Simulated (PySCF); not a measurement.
Exercise with solution: entropy of an ideal gas

(1E)-1-bromobuta-1,3-diene (C4H5Br), SMILES C(/C=C/Br)=C.

Coordinates come from a PBE-D3(BJ)/def2-SVP optimisation. One conformer was computed; it need not be the lowest.

PBE-D3(BJ)/def2-SVP in PySCF gives the harmonic wavenumbers 144, 154, 239, 317, 439, 627, 749, 795, 882, 923, 927, 1001, 1138, 1189, 1247, 1264, 1379, 1592, 1649, 3075, 3082, 3097, 3133, 3181 cm⁻¹ and the rotational temperatures 1.3743, 0.0471, 0.0456 K. The molar mass is 132.99 g/mol, the symmetry number 1, the spin multiplicity 1.

Work out the entropy at 298.15 K and 1 atm in the rigid-rotor, harmonic-oscillator model.


Translation (Sackur–Tetrode at 1 atm): S = R[1.5 ln M + 2.5 ln T − 1.16487] = 169.7 J/(mol K).
Rotation: q = (√π/σ) T^1.5/√(θA θB θC) = 168000, S = R[ln q + 3/2] = 112.5 J/(mol K).
Vibration: with u = 1.4388 ν/T, each mode gives R[u/(e^u − 1) − ln(1 − e^−u)]:
```tsv
ν (cm⁻¹)	modes	u	S (J/(mol K))
144	1	0.69	11.51
154	1	0.74	10.97
239	1	1.15	7.57
317	1	1.53	5.55
439	1	2.12	3.47
627	1	3.03	1.70
749	1	3.61	1.06
795	1	3.84	0.88
882	1	4.26	0.63
923	1	4.45	0.53
927	1	4.47	0.52
1001	1	4.83	0.39
1138	1	5.49	0.22
1189	1	5.74	0.18
1247	1	6.02	0.14
1264	1	6.10	0.13
1379	1	6.65	0.08
1592	1	7.68	0.03
1649	1	7.96	0.03
```
The stiffer modes add less than 0.005 each. Sum 45.6 J/(mol K).
Spin: R ln 1 = 0.0 J/(mol K).
Total 327.8 J/(mol K); the program's own thermochemistry gives 327.8. Translation makes up 52 % and vibration 14 %. Anharmonicity, hindered rotation and orbital degeneracy are left out.
